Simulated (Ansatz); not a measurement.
BCl$_{3}$H$_{2}$O$_{3}$Si, SMILES `OB(O)O[Si](Cl)(Cl)Cl`. The species carries charge 0 and has multiplicity 1.

```xyz
10

O    -0.8358    1.5191   -0.4338
B     0.3962    0.9513   -0.4261
O     1.4846    1.6365   -0.8685
O     0.5365   -0.3388    0.0381
Si   -0.4651   -1.4580    0.6295
Cl   -1.8753   -1.9610   -0.7329
Cl    0.6574   -3.0869    1.0578
Cl   -1.3635   -0.8052    2.3220
H    -0.8305    2.4166   -0.7740
H     2.2956    1.1264   -0.8120
```

(1) Give the diagnostics of a CCSD(T)/def2-TZVPP run (frozen core, the Gaussian-basis code of Ansatz). (Best estimate.)

## Answers

(1) The calculation gave: T1 = 0.0108, largest single amplitude 0.021, largest double 0.015, (T) share of the correlation energy 3.9 %, 9 CCSD cycles. The RHF solution is stable towards an unrestricted one. T1 lies under the customary mark of 0.02 for closed shells.
